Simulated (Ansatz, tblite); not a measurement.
Cost and result up the ladder for B(OMe2)H3 (C₂H₉BO) (13 atoms). The state is a singlet with charge 0. Geometry: PBE-D4/def2-SVP.

```tsv
atom	x (Å)	y (Å)	z (Å)
B1	0.591	-0.346	-1.383
O2	0.241	-0.263	0.229
C3	-1.081	-0.725	0.555
C4	0.559	1.007	0.821
H5	-1.181	-1.728	0.107
H6	-1.844	-0.044	0.122
H7	-1.183	-0.776	1.658
H8	-0.100	1.801	0.407
H9	0.438	0.933	1.920
H10	1.608	1.221	0.558
H11	1.775	-0.030	-1.430
H12	-0.178	0.468	-1.903
H13	0.357	-1.518	-1.661
```

Ansatz on 4 threads of Arm Neoverse V2 on a shared host; xTB runs through tblite on one thread. Times are rough, summed over both states, and most runs start from the orbitals of an earlier one. PBE0-D4/def2-TZVP serves as the yardstick here, not as an exact answer. The other state is a doublet.

The xTB rows come from tblite.

Raw xTB energies of ions are shifted by several eV.

| level | functions | wall time | vertical IE (eV) | difference from PBE0-D4/def2-TZVP (eV) |
| --- | --- | --- | --- | --- |
| GFN2-xTB | 25 | 0.01 s | 13.55 | 3.34 |
| GFN1-xTB | 34 | 0.025 s | 14.57 | 4.36 |
| r2SCAN-D4/def2-TZVP | 178 | 7.9 s | 10.00 | -0.21 |
| PBE0-D4/def2-TZVP | 178 | 10 s | 10.21 | 0.00 |
| PBE-D4/def2-TZVP (with forces) | 178 | 13 s | 9.88 | -0.33 |
